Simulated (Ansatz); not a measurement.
CH₅FO₂Zr, SMILES `[CH3][Zr]([OH])([OH])[F]`. Charge 0, multiplicity 1. Zr: def2 effective core potential. All single points use the PBE0-D4/def2-TZVP geometry. It is one conformer, not always the lowest.

```xyz
10

C    -0.246   -1.562    0.120
Zr   -0.071    0.648    0.300
O     1.806    1.024    0.253
O    -1.062    1.366   -1.174
F    -0.852    1.126    1.984
H     0.285   -2.066    0.936
H    -1.294   -1.878    0.155
H     0.178   -1.922   -0.824
H     2.679    1.388    0.141
H    -1.423    1.876   -1.892
```

(1) What is the dipole moment at ωB97M-V/def2-TZVPP? (An estimate is asked.)

(2) And with PBE, r2SCAN, B3LYP? (Estimate.)

(3) Give the Mulliken charges with ωB97M-V, B3LYP, r2SCAN in def2-TZVPP. (Estimate.)

## Answers

(1) Ansatz gave: 2.93 D, with components (1.26, 1.43, -2.22) D in this frame, pointing from negative to positive charge.

(2) Computed: PBE 2.82 D, r2SCAN 2.85 D, B3LYP 2.88 D.

(3) Ansatz gave: 
| atom | ωB97M-V | B3LYP | r2SCAN |
| --- | --- | --- | --- |
| C1 | -0.65 | -0.59 | -0.51 |
| Zr2 | 1.37 | 1.41 | 1.40 |
| O3 | -0.50 | -0.53 | -0.54 |
| O4 | -0.50 | -0.53 | -0.54 |
| F5 | -0.40 | -0.41 | -0.41 |
| H6 | 0.12 | 0.09 | 0.07 |
| H7 | 0.12 | 0.09 | 0.07 |
| H8 | 0.11 | 0.09 | 0.07 |
| H9 | 0.16 | 0.18 | 0.19 |
| H10 | 0.16 | 0.18 | 0.19 |

B3LYP here is the variant with VWN-RPA as its local correlation; programs differ in this.
